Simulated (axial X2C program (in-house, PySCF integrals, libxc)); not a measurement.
CsSi⁺: cheaper levels and CCSD(T), two-component

Calculated with an axial X2C code built on PySCF integrals. Two-component (2c) means X2C with spin–orbit coupling and atomic mean-field two-electron Coulomb and Gaunt terms. Basis: Cs dyall-cv3z [15s15p9d4f1g], Si dyall-v3z [8s7p2d1f] (cores contracted in-house); Gaussian nuclei, density fitting, unrestricted open shells. Masses: Cs 132.905 u, Si 27.977 u.

State: Ω = 2 (⟨Sz⟩ = 1.00, ⟨Lz⟩ = 1.00 at HF); fragments Cs+ + Si.

```csv
level,Re (Å),ωe (cm⁻¹),De (eV)
PBE0,3.964,72.0,0.184
HF,4.233,60.1,0.073
MP2,4.010,71.7,0.223
CCSD,4.044,69.7,0.214
PBE50,3.961,72.5,0.175
```

Correlated methods: 12 electrons correlated (number of frozen shells: Cs 4 s, 3 p, 2 d; Si 2 s, 1 p), 268 virtual spin orbitals or spinors in MP2, 90 natural virtuals in coupled cluster.

CCSD(T), same Hamiltonian and basis:

Re = 4.024 Å, ωe = 70.7 cm⁻¹, De = 0.22 eV; T1 = 0.005 (Lee–Taylor normalisation).

**Question.** Give the differences from CCSD(T) in the columns below.

**Answer.** 

```
level  ΔRe (Å)  Δωe (cm⁻¹)
 PBE0   -0.060         1.3
   HF    0.209       -10.6
  MP2   -0.014         1.0
 CCSD    0.020        -1.0
PBE50   -0.063         1.8
```

One determinant describes the state; a PBE0 search over occupations chose it and may have missed a lower one. De is counted from the lowest determinant-based energies of the atoms at the same level, without counterpoise correction. Density functionals use the spin component along the axis (collinear). Coupled cluster ran in a truncated set of natural virtual spinors; the MP2 energy of the rest was added. (T) has no such correction and the atoms are truncated less, which lowers De at CCSD(T) by a hundredth of an eV or more. In 2c an atomic determinant is not the ground J level, so De misses part of the atomic spin–orbit lowering. This holds for PBE0, MP2, CCSD, PBE50, CCSD(T). PBE0 can misorder states that lie within some tenths of an eV, so this need not be the ground state of the molecule. The nearest other 2c determinant of the search, Ω = 1, lies 0.25 eV up at the distance of the search. The functionals have no current-density term, which raises determinants with orbital currents, atoms included. The atomic limit has a lower orbital projection than the molecule and lies lower at mean-field level, so De may be about a tenth of an eV too small. With several unpaired electrons one determinant need not be a pure state. Open-shell Ω = 0 determinants with evenly filled partner blocks cannot be reached by this program, so the Ω shown need not be the lowest component. The bond is weak, and without diffuse functions and with truncated virtuals even CCSD(T) can be tens of per cent off in De.
